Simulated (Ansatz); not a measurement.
CH8AlBSi, relaxed with RKS PBE-D4/def2-SVP in the Gaussian-basis code of Ansatz from a rough embedded geometry. The force threshold is 0.03 eV/Å; the program also tests the step.

The species carries charge 0 and has multiplicity 1. The bonds changed during the relaxation, so this is another structure than the one it started from.

Start:

```xyz
12

B    -1.907    1.012   -0.661
Si   -1.383   -0.766   -0.286
Al    0.620   -0.656    0.901
C     2.261    0.262    0.191
H    -1.253    1.770   -1.316
H    -3.017    1.438   -0.277
H    -2.394   -1.449    0.540
H    -1.146   -1.475   -1.505
H     0.709   -1.333    2.419
H     3.046   -0.497    0.057
H     1.937    0.611   -0.871
H     2.527    1.082    0.809
```

Problem. By how much does the energy fall, and how many steps does the optimiser take? (An estimate is asked.)

Solution. Ansatz gave: 0.94 eV, in 20 steps, 1 of them rejected.

Problem. Which bonds change most? (An estimate is asked.)

Solution. Computed: B1–Al3 from 3.407 to 2.186 Å; Si2–Al3 from 2.330 to 2.769 Å; Si2–H8 from 1.429 to 1.503 Å; Al3–H9 from 1.664 to 1.603 Å.

Problem. Give the relaxed structure. (Best estimate.)

Solution. Ansatz gave: 
```xyz
12

B    -1.333    0.698   -0.525
Si   -1.963   -1.064   -0.631
Al    0.288   -0.131    0.685
C     2.073    0.544    0.218
H    -0.918    1.300   -1.493
H    -1.200    1.242    0.597
H    -2.392   -1.929    0.521
H    -1.889   -1.867   -1.900
H    -0.008   -0.804    2.110
H     2.805   -0.293    0.235
H     2.115    1.016   -0.785
H     2.421    1.287    0.967
```
